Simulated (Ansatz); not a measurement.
Ansatz results at the PBE0-D4/def2-TZVP geometry: LUMO energy (PBE0/def2-TZVPP) 0.38 eV; size of the dipole moment (B3LYP/def2-TZVPP) 2.67 D; HOMO energy (B3LYP/def2-TZVPP) -9.09 eV.

Each molecule was computed in one conformer, which needn't be the lowest.

Question: Which molecule gave them?
A. `C[SiH2]OC(F)(F)F`
B. `C=C[Si](O)(Cl)OC`
C. `C=C[SiH2]N`
D. `C#C[Si](C#C)(C#C)C#C`

Answer: A. The others give `C#C[Si](C#C)(C#C)C#C`: -0.76, 0.01, -7.93; `C=C[SiH2]N`: -0.23, 1.38, -7.13; `C=C[Si](O)(Cl)OC`: -0.70, 1.46, -7.98.

B3LYP here is the variant with VWN-RPA as its local correlation; programs differ in this.
